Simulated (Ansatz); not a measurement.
[Ag(NH3)2]+ (AgN2H6⁺), relaxed as a singlet with RKS PBE-D4/def2-TZVP in Ansatz, starting from the GFN2-xTB geometry. Force threshold 0.02 eV/Å.

In the def2 sets Ag takes a core potential; there is no spin–orbit coupling. The relaxation made no stability test and no search for a lower SCF solution.

Start:

```xyz
9

Ag    0.001   -0.005   -0.001
N     1.822    0.146    1.338
H     2.682    0.291    0.812
H     1.967   -0.694    1.897
H     1.755    0.920    1.998
N    -1.821   -0.146   -1.339
H    -2.000    0.719   -1.846
H    -2.672   -0.353   -0.817
H    -1.734   -0.878   -2.043
```

```json
{"step": "1", "energy (eV)": "-7071.3815", "largest force component (eV/Å)": "0.720", "SCF passes": "17"}
{"step": "2", "energy (eV)": "-7071.5118", "largest force component (eV/Å)": "0.202", "SCF passes": "18"}
{"step": "3", "energy (eV)": "-7071.5163", "largest force component (eV/Å)": "0.012", "SCF passes": "19"}
```

Force components are those of the run's own axes.

End:

```
atom   x (Å)   y (Å)   z (Å)
 Ag1   0.000   0.000   0.000
  N2   1.707   0.137   1.254
  H3   2.564   0.282   0.713
  H4   1.840  -0.714   1.808
  H5   1.631   0.917   1.913
  N6  -1.707  -0.137  -1.254
  H7  -1.876   0.738  -1.760
  H8  -2.555  -0.346  -0.719
  H9  -1.604  -0.876  -1.956
```

By distances, no bond broke or formed. The bond that changes most is Ag1–N2, from 2.27 to 2.12 Å (atoms count from 1).

No frequencies were taken in this run, so the end may be a saddle point.

It took 1.9 s on 4 threads of Arm Neoverse V2 on a shared host.
